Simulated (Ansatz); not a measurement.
Total energies of SnHMe2F (C2H7FSn) from Ansatz at PBE-D4/def2-TZVP, gas phase (1 Eh = 27.2114 eV = 2625.5 kJ/mol). The reference geometry is relaxed at PBE0-D4/def2-SVP.

```csv
atom,x (Å),y (Å),z (Å)
Sn1,-0.2965,-0.7025,0.0218
H2,0.0447,-2.3195,-0.4467
C3,-0.5787,0.6299,-1.6277
H4,0.3488,0.7104,-2.2132
H5,-0.8536,1.6256,-1.2528
H6,-1.3816,0.2560,-2.2779
C7,1.0191,0.0531,1.5299
H8,1.0253,-0.6229,2.3960
H9,0.6759,1.0464,1.8511
H10,2.0414,0.1377,1.1334
F11,-2.0447,-0.8142,0.8860
```

```
                 state   geometry  energy (Eh)
      charge 0 singlet  reference   -394.46153
      charge 1 doublet  reference   -394.09560
free Sn atom (triplet)          –   -214.24935
 free H atom (doublet)          –     -0.49962
 free C atom (triplet)          –    -37.79597
 free F atom (doublet)          –    -99.66912
```

In the def2 sets Sn takes a core potential; there is no spin–orbit coupling.

Q: Work out the vertical ionisation energy to the doublet.

A: E(charge 1 doublet) − E(charge 0 singlet) = -394.09560 − (-394.46153) = 0.36593 Eh = 9.96 eV. For comparison, −ε of the highest occupied level is 7.02 eV at this level, 2.94 eV less.

Q: What is the binding energy per atom against free atoms?

A: Atoms: 1 × (-214.24935) + 7 × (-0.49962) + 2 × (-37.79597) + 1 × (-99.66912) = -393.00775 Eh. Binding: -393.00775 − (-394.46153) = 1.45378 Eh = 39.56 eV, or 3.60 eV for each of 11 atoms (no zero-point energy, no counterpoise term).

At PBE-D4/def2-TZVP the gap within one spin of the charge 1 doublet nearly closes, so an electron or hole may be smeared out by delocalisation error.
